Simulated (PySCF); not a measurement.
SMILES Cl[Si]([Si](Cl)(Cl)Cl)[Si](Cl)(Cl)Cl (Cl7Si3), doublet (PBE0/def2-SVP optimised geometry):

```
10

Cl     2.434    -1.102     0.000
Si     0.363    -1.102     0.000
Si    -0.410     1.102     0.000
Cl    -0.063     1.978     1.822
Cl     0.474     2.252    -1.450
Cl    -2.434     1.019    -0.342
Si    -0.404    -2.373    -1.809
Cl    -2.397    -2.775    -1.533
Cl     0.641    -4.134    -1.889
Cl    -0.173    -1.377    -3.591
```

Level of theory: unrestricted PBE0/def2-TZVP (PySCF).

Task: What are the frontier orbital energies (α orbitals alone; a β orbital can be the lowest empty one) and the dipole moment?

Result: HOMO-2 -9.49 eV, HOMO-1 -8.50 eV, HOMO -7.02 eV, LUMO -1.91 eV, LUMO+1 -1.39 eV; dipole moment 0.65 D.

On the same geometry unrestricted PBE/def2-TZVP run with PySCF gives HOMO-2 -8.05 eV, HOMO-1 -7.30 eV, HOMO -5.88 eV, LUMO -2.67 eV, LUMO+1 -2.24 eV; dipole moment 0.56 D.

Meta-Löwdin charges at PBE0/def2-TZVP: Cl1 -0.24, Si2 0.21, Si3 0.77, Cl4 -0.25, Cl5 -0.25, Cl6 -0.25, Si7 0.76, Cl8 -0.25, Cl9 -0.25, Cl10 -0.25.
